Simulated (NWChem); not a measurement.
C₃H₉B; SMILES CB(C)C

```xyz
13

B      0.0069     0.0029    -0.0303
C      1.1627     1.0694     0.0472
H      2.0704     0.7918    -0.5108
H      1.4632     1.1095     1.1136
H      0.8595     2.0923    -0.2241
C      0.3393    -1.5348    -0.1106
H     -0.4102    -2.1106    -0.6773
H      0.2767    -1.9172     0.9276
H      1.3463    -1.7787    -0.4806
C     -1.4953     0.4705     0.0250
H     -2.2062    -0.2953     0.3713
H     -1.7691     0.6974    -1.0253
H     -1.6550     1.4060     0.5838
```
Atoms are numbered in this order, from 1.

Results from NWChem. Pople sets run with spherical d functions. The geometry was optimised at PBE0/def2-SVP. Vzz is the largest principal value of the second derivative of the potential at the nucleus (NWChem prints the opposite sign); η is the asymmetry. Non-relativistic.

```tsv
level	Vzz B1 (a.u.)	η B1
PBE/def2-SVP	0.512	0.00
PBE/6-31G*	…	0.00
PBE0/def2-SVP	0.530	0.00
PBE0/6-31G*	0.519	0.00
```

Question: What belongs in the gaps?

Answer: 
- PBE/6-31G*, Vzz B1 (a.u.): 0.503
